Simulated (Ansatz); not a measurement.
H3IO3Zr, SMILES `[OH][Zr]([OH])([OH])[I]`. Total charge 0; spin multiplicity 1. Zr, I takes the def2 core potential. All single points use the PBE0-D4/def2-TZVP geometry. It is one conformer, not always the lowest.

```xyz
8

O     0.780    0.944    1.374
Zr   -0.248    0.087    0.013
O     0.464    0.507   -1.707
O    -0.243   -1.802    0.280
I    -2.853    1.003    0.150
H     1.297    1.123    2.153
H     0.971    0.882   -2.421
H    -0.168   -2.744    0.157
```

(1) What is the dipole moment at ωB97M-V/def2-TZVPP? (An estimate is asked.)

(2) And with PBE, r2SCAN, B3LYP? (Estimate.)

(3) Give the Mulliken charges with ωB97M-V, B3LYP, r2SCAN in def2-TZVPP. (Best estimate.)

## Answers

(1) The calculation gave: 4.25 D, with components (4.00, -1.41, -0.21) D in this frame, pointing from negative to positive charge.

(2) The calculation gave: PBE 4.02 D, r2SCAN 4.12 D, B3LYP 4.05 D.

(3) Computed: 
```csv
atom,ωB97M-V,B3LYP,r2SCAN
O1,-0.48,-0.51,-0.53
Zr2,1.21,1.29,1.29
O3,-0.48,-0.51,-0.53
O4,-0.48,-0.51,-0.53
I5,-0.27,-0.31,-0.31
H6,0.17,0.18,0.20
H7,0.17,0.18,0.20
H8,0.17,0.18,0.20
```

B3LYP here is the variant with VWN-RPA as its local correlation; programs differ in this.
